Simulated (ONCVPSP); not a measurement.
# Scattering properties, ONCV potential for tungsten

ONCVPSP 4.0.1 input, shortened (lines: element, Z, core and valence counts, functional; n l f; lmax; l rc ep ncon nbas qcut; lloc lpopt rc5 dvloc0; l nproj debl; icmod fcfact rcfact), PBEsol, scalar-relativistic:

```
  W 74.00   10    5  -116133      upf
    1    0    2.00
    2    0    2.00
    2    1    6.00
    3    0    2.00
    3    1    6.00
    3    2   10.00
    4    0    2.00
    4    1    6.00
    4    2   10.00
    4    3   14.00
    5    0    2.00
    5    1    6.00
    5    2    4.00
    6    0    1.50
    6    1    0.50
    2
    0    1.75    0.00    4    9    8.20
    1    2.00    0.00    5    8    7.20
    2    2.45    0.00    5   10    7.50
    4    5    1.45    6.00
    0    2    3.90
    1    2    0.50
    2    1    1.90
    0    0.00    0.00
```

The phase is arctan(r·R′/R) of the radial function R(r), unwrapped; energies in Ha, scanned from -4 to 5 Ha. A pole is an energy at which the radial function vanishes at the test radius. The pseudo phase is shifted by a multiple of π to meet the all-electron one at the reference energy, and phase errors are pseudo minus all-electron; the curves can meet again beyond the range given. Levels narrower than the energy grid can be missing from the lists of poles.

| channel | radius (bohr) | reference energy (Ha) | poles, all-electron | poles, pseudo | unbroken range about the reference energy with phases within 0.05 rad | phase error 1 Ha above the reference energy (rad) |
| --- | --- | --- | --- | --- | --- | --- |
| s | 1.77 | -0.23 | -2.59 | -2.59 | the whole range | -0.000 |
| p | 2.02 | -0.06 | -1.31, 4.81 | -1.31, 4.74 | the whole range | -0.001 |
| d | 2.48 | -0.19 | 0.20, 3.90 | 0.20, 3.88 | the whole range | -0.001 |

Phases in the s channel:

```
E (Ha)  all-electron  pseudo
 -3.98         1.049   1.049
 -3.50         0.442   0.442
 -3.02        -1.245  -1.245
 -2.54        -1.590  -1.590
 -2.06        -1.713  -1.713
 -1.58        -1.798  -1.798
 -1.10        -1.882  -1.882
 -0.62        -1.990  -1.990
 -0.14        -2.161  -2.161
  0.34        -2.486  -2.486
  0.82        -3.117  -3.117
  1.30        -3.805  -3.806
  1.78        -4.178  -4.179
  2.26        -4.364  -4.365
  2.74        -4.470  -4.471
  3.22        -4.539  -4.541
  3.70        -4.588  -4.590
  4.18        -4.626  -4.628
  4.66        -4.656  -4.659
```
